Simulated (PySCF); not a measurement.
Species: C6H13O (doublet state).
Atom-mapped SMILES: `[CH3:1][C:2]([CH3:3])([CH3:4])[CH:5][CH2:6][OH:7]` (hydrogens: H8, H9, H10 on C1; H11, H12, H13 on C3; H14, H15, H16 on C4; H17 on C5; H18, H19 on C6; H20 on O7)

Geometry (GFN2-xTB, Å), atoms numbered from 1 in this order:
```xyz
20
C6H13O angstrom
C     -1.4913    0.2547   -1.2564
C     -0.5197    0.2137   -0.0688
C     -1.0462   -0.7707    0.9818
C     -0.4561    1.6234    0.5625
C      0.8350   -0.1667   -0.5530
C      1.8560   -0.8235    0.2932
O      3.1423   -0.8435   -0.2796
H     -2.4827    0.5549   -0.9252
H     -1.5654   -0.7270   -1.7187
H     -1.1501    0.9642   -2.0066
H     -2.0474   -0.4807    1.2928
H     -0.4066   -0.7833    1.8600
H     -1.0933   -1.7768    0.5713
H     -0.0890    2.3462   -0.1617
H     -1.4461    1.9308    0.8922
H      0.2130    1.6227    1.4191
H      1.1503    0.1990   -1.5167
H      1.5453   -1.8595    0.5414
H      1.9766   -0.3007    1.2537
H      3.0703   -1.1665   -1.1843
```

The hyperfine couplings belong to this conformer and change with its torsions.

Theory: PySCF 2.14.0, UKS B3LYP, pcH-1 on C H O, non-relativistic, mean-field spin-orbit, GIAO. Geometry: GFN2-xTB, one conformer, isolated molecule. The geometry wasn't refined by DFT: couplings that depend on bond lengths, twists or pyramidal angles can differ widely from those at the functional's own minimum. Stability of the SCF solution: not tested.

The Mulliken spin populations are largest on C5 (+1.03), C6 (-0.08) and C2 (-0.07). No atom but C5 exceeds +0.15. The positive populations add up to 1.20 and the negative ones to -0.20, together 2S = 1. The angles at C5 add up to 359.2°, so it is planar; its axial dipolar tensor and the negative coupling of its proton fit spin in a p orbital normal to that plane.

Q: McConnell's relation a(H) = Q·ρ ties the coupling of a proton on a planar π carbon to the spin population of that carbon. What Q do the computed values give?

A: 
| H | C | ρ(C) | a(H) (G) | a/ρ (G) |
| --- | --- | --- | --- | --- |
| H17 | C5 | +1.030 | -21.70 | -21.1 |

One proton gives one ratio, Q = -21.1 G, and no test of linearity. In every row coupling and population have opposite signs.

Q: List the C–H protons on four-coordinate carbons next to a three-coordinate spin centre, with their couplings and θ (C–H bond against the normal to the plane of the centre's neighbours, projected along the bond that joins the two).

A: 
| β H | on | centre | θ (°) | cos²θ | a (G) |
| --- | --- | --- | --- | --- | --- |
| H18 | C6 | C5 | 26 | 0.80 | +42.19 |
| H19 | C6 | C5 | 36 | 0.65 | +39.70 |

Couplings in gauss use g_iso = 2.0025.

Time: 68 s of wall time (grids of density and orbitals included); peak memory 0.98 GiB. Hardware: one thread of an Arm Neoverse V2 (shared host).
